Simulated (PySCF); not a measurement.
# Predicted spectroscopic data

A single conformation, one averaged value for each set of equivalent atoms, in vacuum, non-relativistic Hamiltonian. Coordinates at the GFN2-xTB level; spin–spin couplings from B3LYP/pcJ-1 (spin–dipole term left out of most H,H and C,H couplings); PBE0/pcSseg-1 with gauge-including orbitals; PySCF 2.14.

Chemical shifts δ = σref − σ; ¹H, ¹³C vs TMS, all at this level. Multiplet labels drop J under 1 Hz and among equivalent protons, and merge close values. Unscaled 3J(H,H) run several per cent high. Splittings of carbon signals by F and P are missing where no couplings were computed. Where no couplings were computed, multiplicities follow the n + 1 count of equivalent neighbours, and m marks all less simple cases (inequivalent or close neighbours, rings, F or P nearby). One-bond C–F couplings are unscaled and too large by tens of Hz. Shifts are as computed. Against solution values, carbons near 30 ppm lie about +3 ppm off and those near 130 ppm about +5 ppm. Of 1211 compounds with measured shifts, 218 miss one by over three times the rms of a fit or turn the order of signals round; such compounds aren't used in these exercises.

Compound 1 (C6H4FNO). ¹H NMR (400 MHz, computed): δ 7.07 (m, 2H), 5.73 (m, 2H). ¹³C{¹H} NMR (computed): δ 151.3 (CH), 121.8 (C), 109.4 (CH), 75.8 (C). Structure: `N#CC1(F)C=COC=C1`.

Compound 2 (C5H2FNO). ¹H NMR (400 MHz, computed): δ 6.75 (d, J = 9.7 Hz, 1H), 2.73 (d, J = 1.9 Hz, 1H). ¹³C{¹H} NMR (computed): δ 168.0 (d, J = 380.0 Hz), 140.6 (d, J = 11.0 Hz), 110.1 (d, J = 6.2 Hz), 88.1, 76.9. Structure: `N1=C(C#C)OC(F)=C1`.
